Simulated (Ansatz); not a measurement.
The first iterations of a band of Cl4H2NTa + ClH (10 atoms, charge 0, multiplicity 1).

Level of theory: RKS PBE/def2-SVP in Ansatz.

* movable images: 6
* climbing image: no
* spring: 5.0 eV/Å²
* optimiser: quadratic models (default)
* start path: through a guess of the saddle point
* force threshold: 0.03 eV/Å
* iteration limit: 60
* end points: relaxed

First end point:

```xyz
10
Properties=species:S:1:pos:R:3
Ta -0.052 0.254 0.026
N 1.929 0.011 0.220
H 2.435 0.273 1.074
H 2.558 -0.050 -0.588
Cl 0.028 0.682 2.331
Cl 0.367 -0.202 -2.235
Cl -0.966 2.322 -0.442
Cl -1.471 -1.546 0.270
Cl 2.224 -3.216 0.872
H 2.118 -1.928 0.612
```

Last end point:

```xyz
10
Properties=species:S:1:pos:R:3
Ta -0.018 -0.592 0.197
N 2.273 0.033 0.236
H 2.470 0.689 1.005
H 2.563 0.479 -0.646
Cl 0.146 -0.040 2.488
Cl 0.485 -0.970 -2.080
Cl -0.268 1.704 -0.289
Cl -2.239 -1.190 0.155
Cl 0.889 -2.717 0.698
H 2.868 -0.796 0.377
```

| iteration | highest image above the first end (eV) | largest band force component (eV/Å) |
| --- | --- | --- |
| 1 | 4.646 | 10.648 |
| 2 | 2.007 | 2.582 |
| 3 | 0.644 | 2.373 |
| 4 | 0.344 | 1.445 |

**Question.** Does the band converge within its limit, and where does its top end?

**Answer.** It converged. It ended after 13 iterations with the highest image 0.071 eV above the first end. No image climbed, so the highest image needn't sit at the top of the path. The orbitals stay closed-shell, which can raise the energy where a bond breaks towards radicals; this wasn't checked here.

Run time: 3.2 min on 4 threads of Arm Neoverse V2 (shared host), peak memory 0.26 GiB.
